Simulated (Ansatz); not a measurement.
Reaction (ligand exchange at a B–N bond): `BN1[SiH2][SiH]1Cl` + `C=C=N` → `BN=C=C` + `Cl[SiH]1N[SiH2]1`

Isolated molecules relaxed with PBE0-D4/def2-TZVP in Ansatz; ΔE leaves out vibrations. CBS: MP2 limit from def2 TZ/QZ plus the TZ coupled-cluster correction, frozen cores. This one scheme is used for every species. Functionals use def2-TZVPP. HSE06 is defined as in plane-wave codes. Each species was taken in one conformer, which may not be the lowest.

`BN1[SiH2][SiH]1Cl`:

```xyz
10

B    -1.393    0.740    0.762
N    -0.280    0.164    0.123
Si    1.207    0.643   -0.720
Si    0.377   -1.386   -0.339
Cl    1.002   -2.590    1.192
H    -2.234    0.032    1.239
H    -1.490    1.935    0.817
H     2.252    1.250    0.138
H     1.016    1.418   -1.971
H    -0.458   -2.207   -1.241
```

`C=C=N`:

```xyz
6

C    -0.932   -0.117    0.244
C     0.350    0.044    0.057
N     1.557    0.194   -0.001
H    -1.583    0.744    0.318
H    -1.351   -1.111    0.315
H     1.959    0.246   -0.934
```

`BN=C=C`:

Cartesian coordinates in Å:
```
B 0.803 1.544 -0.863
N 0.234 0.449 -0.251
C -0.261 -0.501 0.280
C -0.802 -1.541 0.861
H 0.109 2.484 -1.112
H 1.969 1.511 -1.121
H -1.855 -1.540 1.107
H -0.198 -2.406 1.099
```

`Cl[SiH]1N[SiH2]1`:

Cartesian coordinates in Å:
```
Cl 1.495 2.362 0.207
Si 0.305 0.893 -0.603
N 0.619 -0.722 -0.135
Si -0.943 -0.498 0.603
H 0.236 1.198 -2.049
H 1.335 -1.427 -0.199
H -2.055 -1.341 0.089
H -0.991 -0.466 2.087
```

```
         level  ΔE (kJ/mol)  difference from CCSD(T)/CBS
     r2SCAN-D4        -18.4                        -10.8
      HSE06-D4        -15.9                         -8.3
       ωB97X-V         -6.2                          1.4
        B2PLYP        -13.2                         -5.6
       LC-ωPBE        -12.6                         -5.0
  MP2/def2-SVP        -10.1                         -2.5
 CCSD/def2-SVP         -7.3                          0.3
MP2/def2-TZVPP         -7.0                          0.6
 HF/def2-QZVPP         -3.8                          3.8
MP2/def2-QZVPP         -8.7                         -1.1
   CCSD(T)/CBS         -7.6                            0
```

Largest T1 diagnostic among the species: 0.017.

From PBE to PBE0 (25 % exact exchange), in def2-TZVPP and without D4, ΔE moves by +4.6 kJ/mol. The D4 term adds +4.8 kJ/mol with B3LYP and +2.7 kJ/mol with PBE0; it sums over pairs of atoms, weighted by their polarisabilities, and B3LYP, whose exchange is more repulsive, gets the larger term. Leaving LDA and LC-ωPBE aside and taking each functional with its dispersion term where it has one, the values, not all of them listed here, spread over 13.4 kJ/mol, from PBE-D4 to ωB97X-V. LDA lies −8.0 kJ/mol from PBE without D4.

B3LYP here is the variant with VWN-RPA as its local correlation; programs differ in this.
